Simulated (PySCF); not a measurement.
germanium monotelluride (GeTe), singlet, geometry from GFN2-xTB (all electrons, no relativity), atoms displaced at random by about 0.02 Å a coordinate. Base run: PySCF with HF/STO-3G.

The PySCF input:
```python
from pyscf import gto, scf
from pyscf.geomopt import geometric_solver

mol = gto.Mole()
mol.atom = '''
    Ge   -0.01877459    0.02540856   -1.42710404
    Te    0.02924664   -0.00132374    0.89429359
'''
mol.basis = 'sto-3g'
mol.verbose = 3
mol.build()

def method(m):
    mf = scf.RHF(m)
    return mf

conv, mol_eq = geometric_solver.kernel(method(mol), maxsteps=100)
print('optimisation converged:', conv)
print(mol_eq.tostring(format='xyz'))
mf = method(mol_eq)
mf.kernel()
```

Variants of this job, named by their change:

```json
[
 {"change": "base", "ΔE vs base (kcal/mol)": "0.000", "optimiser steps": "5"},
 {"change": "convergence_set = GAU_LOOSE", "ΔE vs base (kcal/mol)": "0.000", "optimiser steps": "5"},
 {"change": "convergence_set = TURBOMOLE", "ΔE vs base (kcal/mol)": "0.000", "optimiser steps": "5"},
 {"change": "coordsys = hdlc", "ΔE vs base (kcal/mol)": "0.000", "optimiser steps": "5"},
 {"change": "convergence_set = NWCHEM_LOOSE", "ΔE vs base (kcal/mol)": "0.000", "optimiser steps": "5"},
 {"change": "coordsys = dlc", "ΔE vs base (kcal/mol)": "0.000", "optimiser steps": "5"},
 {"change": "coordsys = prim", "ΔE vs base (kcal/mol)": "0.000", "optimiser steps": "5"}
]
```
